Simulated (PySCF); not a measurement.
Mg(H)(OSiH3) (H4MgOSi), SMILES [MgH][O][SiH3].

The structure is a stationary point at B3LYP-D3(BJ)/def2-TZVP.

Method: M06-2X/def2-TZVPD run with PySCF.

```
Property                                                                                                        Value
---------------------------------------------------------------------------------------------  ----------------------
total energy                                                                                       -567.23289 hartree
point group                                                                                                       C3v
highest occupied level                                                                                       -9.38 eV
lowest empty level                                                                                           -0.64 eV
orbital gap                                                                                                   8.74 eV
dipole moment                                                                                                  1.43 D
quadrupole, principal values (traceless, Buckingham form, about the centre of nuclear charge)  -10.11, 5.06, 5.06 D·Å
mean static polarisability                                                                       56.4 bohr³ (8.36 Å³)
polarisability, principal values                                                               52.3, 52.3, 64.8 bohr³
```
